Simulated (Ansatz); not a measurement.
Species: CH7NSi2, SMILES `C=N[SiH2][SiH3]` (C–N–Si–Si torsion 114°) (charge 0, multiplicity 1).

Give a relaxed geometry from PBE-D3(BJ)/def2-TZVP (Ansatz, a quantum-chemistry and plane-wave program).

This is not unique; one that fits is the end point of this relaxation, one of several conformers (outside a Z-matrix the atoms follow the SMILES, hydrogens last).
Z-matrix (Å, degrees):
```
Si
N 1 1.7598
C 2 1.2701 1 124.16
H 3 1.1042 2 119.97 1 -178.56
H 3 1.1106 4 115.47 2 179.79
H 1 1.4953 2 107.28 3 -127.05
H 1 1.5084 6 108.69 2 -122.25
Si 1 2.3483 6 110.28 7 -120.94
H 8 1.4957 1 110.87 6 -58.14
H 8 1.4972 9 108.90 1 121.13
H 8 1.4979 9 108.83 10 118.14
```
